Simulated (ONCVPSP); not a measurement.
**Ranking ONCV potentials for Ga**

All share these settings but for the change named:

* Element: gallium (Ga)
* Generator: ONCVPSP 4.0.1
* Type: optimised norm-conserving Vanderbilt (ONCV)
* Functional: BLYP
* Relativity: scalar-relativistic
* Frozen core: [Ne]
* Valence charge: 21
* Reference configuration: 3s2 3p6 3d10 4s1.75 4p1.25
* Partial waves: 3s+4s: rc 0.90 bohr, ncon 4, nbas 8, qcut 15 1/bohr, 2 projectors; 3p+4p: rc 1.15 bohr, ncon 5, nbas 8, qcut 9.6 1/bohr, 2 projectors; 3d: rc 1.35 bohr, ncon 4, nbas 8, qcut 12.3 1/bohr, 2 projectors, debl 0.6 Ha
* Local potential: polynomial inside 0.70 bohr (lpopt 5, dvloc0 0 Ha)
* Core correction: Teter function, fcfact 2.25, rcfact 1.7

In the d channel the program set the typed energies aside and used -0.718, 0.250 Ha.

Test errors are all-electron minus pseudo excitation energies from the reference, over 3s2 3p6 3d10 4s2 4p1; 3s2 3p6 3d10 4s2 4p0; 3s2 3p6 3d10 4s1 4p0; 3s2 3p6 3d9 4s2 4p1. None of these files shows a bound ghost.

The base gives 131.4 meV.

Of 7 variants that were run, those that failed, showed a ghost or another fault, or gave nearly equal values are left out.

(1) Rank these variants by their largest absolute test error, smallest first.
A. d: qcut 16.9
B. d: qcut 9.8
C. d: qcut 13.3
D. d: qcut 14.2
E. d: qcut 8.1

Answers

(1) A (62.0 meV), D (96.1 meV), C (112.1 meV), B (204.9 meV), E (291.2 meV).
